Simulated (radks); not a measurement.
Neutral iron inside a hard spherical wall (all orbitals vanish at R), configuration held at [Ar] 3d6 4s2 and not refilled when levels cross. Calculated with a radial shooting solver on a logarithmic mesh with Libxc functionals: non-relativistic Kohn-Sham, PBE, spin-polarised, spherical densities, point nucleus; open shells are filled with parallel spins first. Eigenvalues in eV for spin up, with the zero of energy where the potential of the charges vanishes at infinity; a dash marks a level that is unbound or too diffuse for the functional's potential to be trusted. A positive occupied level is held by the wall or, in an anion where self-interaction has pushed it up, behind a barrier. The pressure on the wall is -dE/dV.

R (bohr)  E (hartree)  kinetic (hartree)    e(3s)    e(3p)   e(3d)   e(4s)  e(4p, empty)  e(5s, empty)  pressure (GPa)
free      -1263.43212           1262.445  -93.487  -61.159  -9.174  -5.525        -1.481             -               0
20        -1263.43212           1262.445  -93.487  -61.159  -9.174  -5.525        -1.480             -        < 0.0001
8         -1263.42860           1262.473  -93.277  -60.949  -8.968  -5.349        -1.041         3.836           0.146
6         -1263.39838           1262.637  -92.372  -60.044  -8.094  -4.474         0.468        10.876            2.49
5         -1263.32558           1262.954  -91.018  -58.697  -6.806  -2.924         2.793        20.005            11.7
4         -1263.07216           1263.903  -87.926  -55.642  -3.876   1.389         8.654        40.495            67.2
3.5       -1262.73568           1265.060  -84.946  -52.716  -1.005   6.369        14.983        60.758             182
